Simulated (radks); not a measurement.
Task: The table gives one normalised radial function P(r) = r R(r) of W3+ in [Xe] 4f14 5d3 (r in bohr). Method: scalar-relativistic Kohn-Sham, PBE, spin-polarised, spherical densities, finite nucleus; open shells are filled with parallel spins first (spin-orbit coupling, left out, can overturn this in heavy ions); Fermi nuclear charge, rms radius 5.3658 fm; computed with a radial shooting solver on a logarithmic mesh with Libxc functionals.

r           P
0.001211   0.0024
0.001866   0.0048
0.002874   0.0099
0.004426   0.0202
0.006818   0.0401
0.0105     0.0764
0.01618    0.1354
0.02492    0.2106
0.03838    0.2569
0.05912    0.1727
0.09034   -0.1036
0.1392    -0.3606
0.2143    -0.0967
0.3302     0.4874
0.5086     0.2459
0.7834    -0.7177
1.207     -1.0197
1.859     -0.5151
2.863     -0.0980
4.41      -0.0051

Which n and l does it have? It may be an empty orbital.

Result: n = 5, l = 1: the number of nodes gives n - l - 1 = 3, the rise at small r (about r^(l+1), flatter next to the nucleus through relativity) gives l, and the extent must fit the shell. The curve is that of 5p up; the table hardly tells the two spins apart. 5p up: eigenvalue -72.626 eV, 3 radial nodes at r = 0.0790, 0.230, 0.571 bohr, <r> = 1.24 bohr, 90 % of the charge inside 1.80 bohr.
